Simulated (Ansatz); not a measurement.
C2H5F3Si can be A, `C[SiH2]C(F)(F)F`, or B, `CC(F)(F)[SiH2]F`.

Isolated molecules relaxed with PBE0-D4/def2-TZVP in Ansatz; ΔE leaves out vibrations. CCSD(T)/CBS adds triple-zeta CCSD(T) − MP2 to the extrapolated MP2 energy (def2 sets, frozen cores). DFT in def2-TZVPP. B3LYP here is the variant with VWN-RPA as its local correlation; programs differ in this. One conformer a species, not always the lowest.

(1) Which is lower in electronic energy at CCSD(T)/CBS, and by how much? (An estimate is asked.)

(2) Give E(B) − E(A) in kcal/mol with B3LYP, MP2/def2-TZVPP, CCSD(T)/def2-TZVPP, PBE0-D4, PBE-D4, ωB97M-V, B2PLYP. (An estimate is asked.)

Largest T1 diagnostic: 0.012.

Results:

(1) Computed: B, by 32.4 kcal/mol.

(2) The calculation gave: B3LYP -30.7, MP2/def2-TZVPP -32.5, CCSD(T)/def2-TZVPP -31.0, PBE0-D4 -28.3, PBE-D4 -27.4, ωB97M-V -29.8, B2PLYP -31.5. None reverses the order clearly.

From PBE to PBE0 (25 % exact exchange), in def2-TZVPP and without D4, E(B) − E(A) moves by −0.9 kcal/mol.
